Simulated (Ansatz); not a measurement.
The cluster Li₆N₃⁻, relaxed as a singlet with RKS r2SCAN-D4/def2-SVPD in Ansatz, starting from the GFN1-xTB geometry. Force threshold 0.02 eV/Å.

The highest occupied level of the charge -1 singlet lies above zero (up to 0.49 eV). The electron is either unbound and held by the finite basis, or the level is raised by self-interaction error. The structure comes from a short search, and lower isomers may exist.

Start:

```xyz
9

Li   -0.242    1.951   -1.019
Li   -1.776    0.698    0.648
Li    0.562    1.242    1.614
Li    0.547   -1.189    1.019
Li   -2.058    0.497   -1.960
Li    1.756    0.397   -0.438
N     1.318   -3.010    0.793
N    -2.130    1.826   -0.842
N     2.024   -2.413    0.184
```

Task: Estimate the energy that the relaxation releases and the steps that it takes.

Result: 3.90 eV, in 35 steps; 93 s on 4 threads of Arm Neoverse V2 on a shared host. The force fell under the threshold at step 32, but the optimiser went on. No frequencies were taken in this run, so the end may be a saddle point.

Task: Does the start keep its bonding?

Result: Bonds lost: Li1–Li6 (atoms count from 1). Bonds formed: Li3–N8, Li4–N8, Li6–N9 (atoms count from 1). Metal–metal contacts that move far: Li4–Li5 4.30 to 2.64 Å, Li3–Li6 2.52 to 3.13 Å.

Task: Predict the relaxed structure.

Result: 
```xyz
9

Li   -0.839    1.925   -1.495
Li   -2.352    1.648    0.890
Li    0.375    1.457    0.997
Li    0.190   -0.697   -0.150
Li   -2.313   -0.289   -0.883
Li    2.840   -0.470    1.093
N     1.197   -2.510   -0.496
N    -1.049    0.803   -0.077
N     1.952   -1.867    0.120
```
Bond lengths (bridged metal pairs left out): 8 × Li–N 1.82 to 2.13 Å; 1 × N–N 1.17 Å.
